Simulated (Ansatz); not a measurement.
Cost and result up the ladder for GeHMe2(SiH3) (C2H10GeSi) (14 atoms). The state is a singlet with charge 0. Geometry: r2SCAN-D4/def2-SVP.

Cartesian coordinates in Å:
```
Ge -0.146 -0.333 -0.460
H -0.183 -1.222 -1.723
C -0.975 -1.309 1.026
H -2.022 -1.551 0.785
H -0.962 -0.697 1.941
H -0.440 -2.248 1.230
C -1.162 1.308 -0.809
H -0.735 1.865 -1.657
H -1.151 1.962 0.076
H -2.209 1.063 -1.047
Si 2.119 0.197 0.064
H 2.925 -1.039 0.313
H 2.172 1.039 1.303
H 2.770 0.965 -1.043
```

Ansatz on 4 threads of Intel Xeon on a shared host. Times are rough, and most runs start from the orbitals of an earlier one. PBE0-D4/def2-TZVP serves as the yardstick here, not as an exact answer. Differences are given only for rows in sets of like size (and for xTB, whose basis is part of the method), since another set adds its own error. Binding counts from free atoms at the same level (Ge triplet, H doublet, C triplet, Si triplet; other spins of the atoms weren't run), without zero-point energy or a counterpoise term.

The 6-31G sets use Cartesian d functions. LC-ωPBE has ω = 0.4 bohr⁻¹. B3LYP takes the VWN-RPA correlation. HSE06 is defined as in plane-wave codes, on full-range PBE exchange. Correlated methods freeze 16 core orbitals; core or outer-core shells of Ge are correlated, in sets that lack core-valence functions.

Correlated methods converge slowly with the basis.

| level | functions | wall time | binding energy per atom (eV) | difference from PBE0-D4/def2-TZVP (eV) |
| --- | --- | --- | --- | --- |
| HF/6-31G | 80 | 1.4 s | 2.47 | – |
| PBE-D4/def2-SVP | 128 | 2.5 s | 3.45 | – |
| B3LYP-D4/6-31G | 80 | 2.6 s | 3.37 | – |
| PBE0-D4/def2-SVP | 128 | 3 s | 3.44 | – |
| revPBE-D4/def2-TZVP | 207 | 3.5 s | 3.39 | -0.04 |
| PBE-D4/def2-TZVP | 207 | 3.9 s | 3.44 | 0.01 |
| LC-ωPBE/def2-TZVP | 207 | 5.5 s | 3.41 | -0.02 |
| r2SCAN-D4/def2-TZVP | 207 | 6 s | 3.45 | 0.02 |
| PBE0-D4/def2-TZVP | 207 | 6 s | 3.43 | 0.00 |
| HSE06-D4/def2-TZVP (with forces) | 207 | 10 s | 3.43 | 0.00 |
| CCSD(T)/def2-TZVP | 207 | 1.9 min | 3.34 | -0.09 |
